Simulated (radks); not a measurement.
Values are calculated unless marked as measured or tabulated.
All-electron atom: neutral nickel in [Ar] 3d7 4s2 4p1 (not the ground configuration). Code: a radial shooting solver on a logarithmic mesh with Libxc functionals. Model: non-relativistic Kohn-Sham, PBE, spin-polarised, spherical densities, point nucleus; open shells are filled with parallel spins first.

Normalised radial functions P(r) = r R(r), r in bohr:

r           3p up  3p down  3d down
0.002073   0.0010   0.0010   0.0000
0.002743   0.0018   0.0018   0.0000
0.003629   0.0031   0.0030   0.0000
0.004802   0.0053   0.0052   0.0000
0.006405   0.0092   0.0091   0.0001
0.008475   0.0156   0.0155   0.0001
0.01121    0.0263   0.0262   0.0003
0.01484    0.0438   0.0436   0.0007
0.01979    0.0728   0.0723   0.0015
0.02618    0.1166   0.1158   0.0032
0.03464    0.1814   0.1802   0.0070
0.04584    0.2718   0.2700   0.0146
0.06065    0.3869   0.3843   0.0299
0.08089    0.5173   0.5138   0.0602
0.107      0.6210   0.6166   0.1134
0.1416     0.6418   0.6369   0.2024
0.1874     0.5057   0.5012   0.3374
0.2499     0.1515   0.1486   0.5245
0.3307    -0.3628  -0.3625   0.7309
0.4375    -0.8868  -0.8827   0.9135
0.5789    -1.2003  -1.1955   1.0109
0.7721    -1.1618  -1.1600   0.9752
1.022     -0.8458  -0.8485   0.8205
1.352     -0.4633  -0.4690   0.6037
1.788     -0.1846  -0.1900   0.3864
2.385     -0.0483  -0.0509   0.2071
3.156     -0.0081  -0.0088   0.0918
4.176     -0.0007  -0.0008   0.0312
5.525     0.0000  0.0000   0.0075
7.369     0.0000  0.0000   0.0011
9.751     0.0000  0.0000   0.0001
12.9      0.0000  0.0000   0.0000

3p up: eigenvalue -80.293 eV, 1 radial node at r = 0.273 bohr, <r> = 0.773 bohr, 90 % of the charge inside 1.19 bohr. 3p down: eigenvalue -76.726 eV, 1 radial node at r = 0.273 bohr, <r> = 0.777 bohr, 90 % of the charge inside 1.20 bohr. 3d down: eigenvalue -14.613 eV, 0 radial nodes, <r> = 0.942 bohr, 90 % of the charge inside 1.63 bohr.
